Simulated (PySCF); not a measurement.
Two species compared at the same levels of theory.

First species: C6H11P.
SMILES: `CCP1C=CCC1`

Second species: C6H11P.
Structure used (GFN2-xTB), in Å, numbered top down from 1:
```xyz
18
C6H11P angstrom
C      2.6597    0.2801    0.2154
C      1.5056   -0.6262    0.2949
C      0.8032   -1.4377    1.0450
P      0.1814   -1.4579   -0.6827
C     -1.2379   -0.1875   -0.5990
C     -0.7335    1.2494   -0.6386
C     -2.1122   -0.4371    0.6239
H      3.4390   -0.1798   -0.3927
H      3.0570    0.4796    1.2108
H      2.3829    1.2216   -0.2571
H      0.6965   -1.8558    2.0210
H     -1.8324   -0.3755   -1.5022
H     -0.1114    1.4140   -1.5171
H     -1.5712    1.9450   -0.6747
H     -0.1481    1.4686    0.2533
H     -2.4742   -1.4639    0.6338
H     -2.9708    0.2331    0.6242
H     -1.5423   -0.2637    1.5360
```

Levels: CAM-B3LYP/def2-SVPD for HOMO energy, LUMO energy, HOMO–LUMO gap and static isotropic polarisability; TDDFT CAM-B3LYP/def2-SVPD for lowest singlet excitation; TDA CAM-B3LYP/def2-SVPD for lowest triplet excitation (Tamm–Dancoff). Geometries: GFN2-xTB. Each species is one conformer at its optimised geometry, gas phase, non-relativistic unless stated; the electronic structure was computed with PySCF and density fitting.

The conformers computed, where there is a choice (atom-mapped SMILES and torsion angles):
- `[CH3:1][C:2]1=[CH:3][P:4]1[CH:5]([CH3:6])[CH3:7]`: C3–P4–C5–C6 79°

The conformers of `CCP1C=CCC1` aren't listed.

Values for the first species:

| Property | Result |
| --- | --- |
| HOMO energy | -7.60 eV |
| LUMO energy | 0.96 eV |
| HOMO–LUMO gap | 8.56 eV |
| Lowest singlet excitation | 5.42 eV |
| Lowest triplet excitation (Tamm–Dancoff) | 4.07 eV |
| Static isotropic polarisability | 93.1 au |

Estimate the same properties for the second species, and the change in each.

```
                                property     first    second  second less first
                             HOMO energy  -7.60 eV  -7.44 eV           +0.16 eV
                             LUMO energy   0.96 eV   1.15 eV           +0.19 eV
                           HOMO–LUMO gap   8.56 eV   8.59 eV           +0.03 eV
               lowest singlet excitation   5.42 eV   5.08 eV           -0.34 eV
lowest triplet excitation (Tamm–Dancoff)   4.07 eV   4.12 eV           +0.05 eV
         static isotropic polarisability   93.1 au   94.3 au            +1.2 au
```

On the first: In wavenumbers S1 is 43700 cm⁻¹ (1 eV = 8065.54 cm⁻¹). No computed singlet falls in the visible range (750 to 380 nm, 1.65 to 3.26 eV); S1 lies 2.16 eV above its blue end.

On the second: The polarisability is 13.97 Å³ as a volume (1 au = 0.148185 Å³), or 1.52 au for each of the 62 electrons. The principal polarisabilities are 84.7, 90.9 and 107.2 au; their mean is the isotropic value.
